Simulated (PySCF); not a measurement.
## Orbital picture of LaS

PBE at R = 2.360 Å; PySCF, spin-free X2C with a Gaussian nucleus, basis sets La x2c-TZVPall, S x2c-TZVPall. State: doublet, about 0.1 electrons in the 4f shell (Mulliken). Only the outer orbitals are listed, counted within each symmetry.

| spin | orbital | occ. | ε (eV) | on La (%) | main shells (%) |
| --- | --- | --- | --- | --- | --- |
| α | 14σ | 1 | -21.88 | 91 | 91 La p |
| α | 7π | 1 | -21.69 | 100 | 100 La p |
| α | 7π | 1 | -21.69 | 100 | 100 La p |
| α | 15σ | 1 | -14.45 | 11 | 89 S s |
| α | 8π | 1 | -5.62 | 25 | 75 S p, 22 La d |
| α | 8π | 1 | -5.62 | 25 | 75 S p, 22 La d |
| α | 16σ | 1 | -5.59 | 29 | 69 S p, 23 La d |
| α | 17σ | 1 | -3.62 | 99 | 77 La s, 16 La d |
| α | 3δ | 0 | -2.94 | 100 | 100 La d |
| α | 3δ | 0 | -2.94 | 100 | 100 La d |
| α | 9π | 0 | -2.19 | 90 | 50 La d, 38 La p, 10 S p |
| β | 14σ | 1 | -21.74 | 90 | 90 La p |
| β | 7π | 1 | -21.53 | 100 | 100 La p |
| β | 7π | 1 | -21.53 | 100 | 100 La p |
| β | 15σ | 1 | -14.48 | 11 | 89 S s |
| β | 8π | 1 | -5.60 | 22 | 77 S p, 20 La d |
| β | 8π | 1 | -5.60 | 22 | 77 S p, 20 La d |
| β | 16σ | 1 | -5.56 | 28 | 71 S p, 21 La d |
| β | 17σ | 0 | -2.86 | 99 | 82 La s, 14 La d |
| β | 3δ | 0 | -2.39 | 100 | 99 La d |
| β | 3δ | 0 | -2.39 | 100 | 99 La d |

Which are the highest filled and the lowest empty level, where do they sit, and how wide is the gap?

Highest filled α 17σ at -3.62 eV (in %: 77 La s, 16 La d); lowest empty α 3δ at -2.94 eV (in %: 100 La d); the gap at PBE is 0.68 eV.

```
bond order (Mayer)                              : 2.35
⟨S²⟩                                            : 0.752
charge on La (Mulliken, basis-dependent)        : 0.50
charge on La (Löwdin, basis-dependent)          : 0.06
dipole moment (positive dipole means La(−)S(+)) : -5.42 D
polarisability along the bond                   : 171.2 bohr³
polarisability across the bond                  : 199.9 bohr³
```

Spin–orbit coupling is left out. With d or f electrons several states lie close, and the lowest PBE0 determinant need not be the measured ground state.
